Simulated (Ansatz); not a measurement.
`FC(F)(F)CC(Cl)Cl` + H–F → `FC(Cl)Cl` + `CC(F)(F)F` at 500 K and 1 bar (substitution at a C–C bond).

Isolated molecules relaxed with PBE0-D4/def2-TZVP in Ansatz; ΔE leaves out vibrations. CCSD(T)/CBS is the MP2 limit (def2-TZVPP, def2-QZVPP) plus CCSD(T) − MP2 in def2-TZVPP, frozen cores. This one scheme is used for every species. Each species was taken in one conformer, which may not be the lowest.

| species | CCSD(T)/CBS energy (Eh) | H − E (kJ/mol) | S (J/(mol·K)) |
| --- | --- | --- | --- |
| `FC(F)(F)CC(Cl)Cl` | -1334.90413 | 219.0 | 460.0 |
| H–F | -100.39570 | 39.4 | 188.7 |
| `FC(Cl)Cl` | -1057.98381 | 84.2 | 328.3 |
| `CC(F)(F)F` | -377.30189 | 171.7 | 333.4 |

H − E and S are ideal-gas, rigid-rotor, harmonic terms from PBE0-D4/def2-TZVP, for one conformer and one mirror image of each species. 1 Eh = 2625.50 kJ/mol, R = 8.31446 J/(mol·K).

Task: By hand: ΔE, ΔH, ΔS and ΔG.

Result: ΔE = (-1057.98381) + (-377.30189) − (-1334.90413) − (-100.39570) = 0.01413 Eh = 37.1 kJ/mol. Δ(H − E) = 84.2 + 171.7 − 219.0 − 39.4 = -2.5, so ΔH = 34.6 kJ/mol. ΔS = 328.3 + 333.4 − 460.0 − 188.7 = 13.0 J/(mol·K). ΔG = 34.6 − 500 × (13.0)/1000 = 28.1 kJ/mol.

Task: By hand: the equilibrium constant, and the temperature at which ΔG would vanish if ΔH and ΔS stayed fixed.

Result: log₁₀ K = −ΔG/(RT ln 10) = -2.9. ΔG = 0 at ΔH/ΔS = 2662 K, far beyond where these terms or the molecules hold.

The number of gas molecules stays the same, so ΔS is small and ΔH decides. A doubt of 5 kJ/mol in ΔE shifts log₁₀ K by 0.5 here. Other conformers and mirror images would add mixing entropy, several J/(mol·K) or more a flexible species. Modes under 60 cm⁻¹, often nearly free rotors, make the harmonic entropy too high. These are equilibria of isolated gas molecules and say nothing of rates. Largest T1 diagnostic: 0.011 (customary marks: 0.02 for closed shells, 0.045 for open ones).
